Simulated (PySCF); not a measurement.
## Exercise with solution: oscillator strength and radiative lifetime

Si(H)2(I)(OH) (H3IOSi), SMILES [SiH2](I)O.

The structure is a stationary point at B3LYP-D3(BJ)/def2-SVP. The def2 effective core potentials stand for the cores of I; spin–orbit coupling is left out. One conformer was computed; it need not be the lowest.

PySCF with TDA-M06-2X/def2-SVPD puts the first singlet state with f over 0.02 at 6.77 eV (vertical), with the transition dipole (-0.363, -0.143, -0.004) in atomic units.

### Question
Find the oscillator strength, the wavelength and the radiative lifetime that this transition would have in vacuum if emission retraced absorption.

### Answer

|μ|² = 0.1522 au, so |μ| = 0.99 D. ΔE = 6.77/27.211 = 0.2488 hartree. f = (2/3) ΔE |μ|² = 0.025 (the program prints 0.025).
λ = 1239.84/6.77 = 183 nm; ν = 54604 cm⁻¹.
Einstein's coefficient A = 0.6670 ν² f s⁻¹ (ν in cm⁻¹) = 5.0e7 s⁻¹, so τ = 1/A = 20 ns. This state is S4; the lower singlets have f = 0.011, 0.008, 0.003. The figure is the radiative limit of this one transition; relaxation, internal conversion, crossing to triplets and a medium change what is measured.
